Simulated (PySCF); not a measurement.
# Trend along the fourth-period p block: MBr cations

CCSD(T) with double-zeta basis sets in PySCF, for the lowest determinant that a PBE0 search found; no spin–orbit coupling. De refers to high-spin ground-configuration atoms (the charge goes to the atom of lower measured ionisation energy or higher electron affinity, which is not always the lowest computed limit).

| M | basis | reference, frozen orbitals | charged atom | state (unpaired electrons) | Re (Å) | ωe (cm⁻¹) | De (eV) |
| --- | --- | --- | --- | --- | --- | --- | --- |
| Ga | cc-pVDZ-PP | UHF, 8 | Ga+ | doublet (σ ↑) | 2.283 | 267 | 0.44 |
| Ge | pcseg-1 | RHF, 18 | Ge+ | singlet (closed shell) | 2.253 | 356 | 3.84 |
| Se | x2c-SVPall | UHF, 18 | Se+ | triplet (π ↑↑) | 2.215 | 354 | 2.23 |

The shortest bond is that of SeBr⁺ (2.215 Å), the longest that of GaBr⁺ (2.283 Å). GeBr⁺ is bound most strongly (3.84 eV) and GaBr⁺ least (0.44 eV).

The rows differ in basis set, which adds steps of its own.

The state changes along the series, so neighbouring rows are not always alike in their bonding.

Correlated steps freeze the inner cores (8 to 18 orbitals); shallow outer-core shells are correlated. Weak bonds: GaBr⁺. Basis-set superposition, not corrected here, can be much of De in a small basis, most of all at correlated wavefunction levels. Spin–orbit coupling is left out. For an ion De counts to the pair picked by the measured ionisation energies or electron affinities, which need not be the lowest pair at this level. Where the molecule has an RHF reference, its open-shell atoms are computed with UHF. States were picked by a PBE0 search and need not be the measured ground states.
